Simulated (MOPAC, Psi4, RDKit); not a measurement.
Internal rotation in C₉H₁₀S, SMILES C=Cc1cccc(SC)c1. Scanned: dihedral C6–C7–S8–C9; all other coordinates were relaxed at GFN2-xTB. Points at φ and −φ are mirror images. Heavy atoms are numbered in the order of the SMILES C=Cc1cccc(SC)c1, hydrogens after them in the order of the atoms that carry them; the mirror image has the same energies with the sign of each dihedral reversed.

Computed with: AM1, restricted, heats of formation // GFN2-xTB (MOPAC); PM7, restricted, heats of formation // GFN2-xTB (MOPAC); MMFF94 // GFN2-xTB (RDKit); PBE-D3(BJ)/def2-SVP // GFN2-xTB (Psi4).

Energies relative to the lowest point of each profile, in eV:

```csv
φ / °,AM1,PM7,MMFF94
-150,0.030,0.008,0.029
-120,0.088,0.025,0.002
-90,0.120,0.038,0.009
-60,0.083,0.023,0.000
-30,0.026,0.009,0.025
0,0.001,0.003,0.034
30,0.026,0.009,0.025
60,0.083,0.023,0.000
90,0.120,0.038,0.009
120,0.088,0.025,0.002
150,0.030,0.008,0.029
180,0.000,0.000,0.040
```

What does PBE-D3(BJ)/def2-SVP give at the same points?

-150: 0.040; -120: 0.088; -90: 0.101; -60: 0.085; -30: 0.036; 0: 0.000; 30: 0.036; 60: 0.085; 90: 0.101; 120: 0.088; 150: 0.040; 180: 0.000 (eV).
